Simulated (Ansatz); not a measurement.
An input meant for dimethylphenylsulfonium bromide, `C[S+](C)c1ccccc1.[Br-]` (charge 0, singlet).

```yaml
crystal:
  periodic: [false, false, false]
  atoms:
    - {symbol: C, position_ang: [1.255970, 0.367844, 0.641077]}
    - {symbol: S, position_ang: [1.024453, -0.519288, 0.016769]}
    - {symbol: C, position_ang: [1.056073, -0.094061, -1.001163]}
    - {symbol: C, position_ang: [-0.215781, -0.197050, 0.083243]}
    - {symbol: C, position_ang: [-0.713641, -0.801167, 0.370668]}
    - {symbol: C, position_ang: [-1.802039, -0.677600, 0.449632]}
    - {symbol: C, position_ang: [-2.185526, 0.088712, 0.240890]}
    - {symbol: C, position_ang: [-1.600819, 0.825450, -0.046960]}
    - {symbol: C, position_ang: [-0.632125, 0.587173, -0.126713]}
    - {symbol: H, position_ang: [1.304898, 0.223635, 1.476882]}
    - {symbol: H, position_ang: [2.231494, 0.364307, 0.541650]}
    - {symbol: H, position_ang: [0.957729, 0.939604, 0.567085]}
    - {symbol: H, position_ang: [1.714588, -0.146095, -1.258069]}
    - {symbol: H, position_ang: [0.742058, -0.588636, -1.637639]}
    - {symbol: H, position_ang: [0.816918, 0.622571, -1.252976]}
    - {symbol: H, position_ang: [-0.449390, -1.391154, 0.532053]}
    - {symbol: H, position_ang: [-1.935412, -1.173395, 0.675358]}
    - {symbol: H, position_ang: [-2.944783, 0.202862, 0.302449]}
    - {symbol: H, position_ang: [-1.629643, 1.299168, -0.211327]}
    - {symbol: H, position_ang: [-0.184256, 1.088702, -0.353605]}
    - {symbol: Br, position_ang: [2.505122, -1.122155, -0.033900]}
basis:
  gaussian: {orbitals: STO-3G}
hamiltonian: {xc: {name: wB97}}
scf: {omitted_lower_state_checks: [starts]}
output: {forces: true}
```

```sh
$ ansatz run in.yaml --threads 4 --pin off --events-out ev --progress --plain --max-ram 6963MiB
```

Shortened log:

```
Functional definition: wB97
988 factors; integrals over basis functions are off by at most 4.6e-5 eV
436 factors; integrals over basis functions are off by at most 9.0e-7 eV
mean field evaluation 1: about -88071.4938 eV, gradient 6.5e1 eV
mean field evaluation 2: about -88084.6220 eV, gradient 6.9e1 eV
mean field evaluation 4: about -88097.0611 eV, gradient 7.8e0 eV
mean field evaluation 8: about -88097.0054 eV, gradient 6.0e-1 eV
mean field evaluation 16: about -88097.0078 eV, gradient 9.2e-5 eV
mean field -88097.00777413 eV, -3237.5053214027 hartree, gradient 2.6e-5 eV, S^2 0.000000; 0 other end points of the search recorded, 0 dependent functions left out
reference -88097.00776798 eV, -3237.5053211768 hartree; 55, 55 occupied and 23, 23 virtual orbitals, 988 factors
Total energy: -88097.00776798 eV, -3237.5053211768 hartree
Atom 0 at     1.255970     0.367844     0.641077 Å, force    52.782573    28.969200    62.471735 eV/Å
Atom 1 at     1.024453    -0.519288     0.016769 Å, force   -27.606763  -118.890335    37.671659 eV/Å
Atom 2 at     1.056073    -0.094061    -1.001163 Å, force   -24.459015    25.667909   -77.637679 eV/Å
Atom 3 at    -0.215781    -0.197050     0.083243 Å, force    84.880080    35.141152   -25.675206 eV/Å
Atom 4 at    -0.713641    -0.801167     0.370668 Å, force   -82.930766   -68.951519    37.731871 eV/Å
Atom 5 at    -1.802039    -0.677600     0.449632 Å, force    45.179860    -6.751214   -11.293173 eV/Å
Atom 6 at    -2.185526     0.088712     0.240890 Å, force   -70.631211    48.940716    -9.422304 eV/Å
Atom 7 at    -1.600819     0.825450    -0.046960 Å, force    -3.349229   -86.349338    34.795773 eV/Å
Atom 8 at    -0.632125     0.587173    -0.126713 Å, force   -10.243135    51.162437   -17.040810 eV/Å
Atom 9 at     1.304898     0.223635     1.476882 Å, force     0.535854    -1.495532    19.256985 eV/Å
Atom 10 at     2.231494     0.364307     0.541650 Å, force     5.843611     7.136020     1.681244 eV/Å
Atom 11 at     0.957729     0.939604     0.567085 Å, force   -30.528380    63.191517    -7.098487 eV/Å
Atom 12 at     1.714588    -0.146095    -1.258069 Å, force    43.782569     0.525477   -20.938768 eV/Å
Atom 13 at     0.742058    -0.588636    -1.637639 Å, force    -7.278678    -8.962451   -13.072922 eV/Å
Atom 14 at     0.816918     0.622571    -1.252976 Å, force    -7.891247    24.632998    -8.194637 eV/Å
Atom 15 at    -0.449390    -1.391154     0.532053 Å, force    23.601599   -59.705252    17.241642 eV/Å
Atom 16 at    -1.935412    -1.173395     0.675358 Å, force   -34.240553  -107.627566    48.471757 eV/Å
Atom 17 at    -2.944783     0.202862     0.302449 Å, force   -34.448639     5.357151     2.650028 eV/Å
Atom 18 at    -1.629643     1.299168    -0.211327 Å, force   -16.132650   163.758705   -55.116910 eV/Å
Atom 19 at    -0.184256     1.088702    -0.353605 Å, force    28.872056    37.573130   -16.251073 eV/Å
Atom 20 at     2.505122    -1.122155    -0.033900 Å, force    64.262062   -33.323206    -0.230726 eV/Å
Dipole moment:    -0.063550     0.267492    -0.141321 e Å
Checks for a lower state left out: starts
```

Q: Something in this input is off. What?

A: The geometry is squeezed to about two thirds of its size. The calculation finished and met its thresholds. The result belongs to that input, not to the species as meant.
